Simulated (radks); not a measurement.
Results of a calculation; reference values are marked as such.
Q: Ionisation of Rh+, [Kr] 4d8, to Rh2+, [Kr] 4d7, under several functionals. Scalar-relativistic Kohn-Sham, spin-polarised, spherical densities, finite nucleus; open shells are filled with parallel spins first (spin-orbit coupling, left out, can overturn this in heavy ions); a radial shooting solver on a logarithmic mesh with Libxc functionals. The NIST Atomic Spectra Database gives 18.080 eV (semi-empirical). Rank these functionals by the error of their Delta-SCF ionisation energy: OLYP; MS2 meta-GGA; LDA (Slater exchange, VWN5 correlation); exchange-only LDA; AM05; exchange-only B88; exchange-only r2SCAN.

A: From best to worst: MS2 meta-GGA 18.265 eV (+0.185); OLYP 18.415 eV (+0.335); AM05 18.548 eV (+0.468); exchange-only B88 17.356 eV (-0.724); LDA (Slater exchange, VWN5 correlation) 18.884 eV (+0.804); exchange-only LDA 17.260 eV (-0.820); exchange-only r2SCAN 16.921 eV (-1.159). Open shells are spherical and high-spin; term and fine-structure splittings are not resolved.
